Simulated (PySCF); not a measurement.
SeF4, optimised at HF/6-31G*:

```xyz
5

Se     0.1467     0.4661     0.1642
F      1.5744     0.0728    -0.7672
F     -1.4181     0.4471     0.9461
F      0.3654    -1.0347     0.8741
F     -0.6990     0.0818    -1.2291
```

Energies from PySCF (xtb for GFN2), thermal terms from the rigid-rotor harmonic-oscillator model, ideal gas at 1 bar. 6-31G* has spherical d functions here. All species are closed-shell singlets. B3LYP is the form with VWN-RPA correlation. Se: all electrons, no relativistic terms. Warning, point group unlike the PBE0 one: SeF4 (GFN2-xTB).

List the harmonic frequencies (cm⁻¹, unscaled) at this level and at the other levels, each on its own geometry.


- HF/6-31G*: 178, 284, 414, 414, 448, 657, 724, 828, 835
- B3LYP/6-31G*: 147, 228, 341, 341, 376, 594, 677, 720, 727
- GFN2-xTB: 55, 296, 305, 305, 360, 442, 458, 459, 505
- PBE/def2-SVP: 151, 212, 320, 321, 357, 564, 647, 676, 688
- PBE0/def2-TZVP: 168, 246, 367, 370, 406, 579, 637, 736, 757
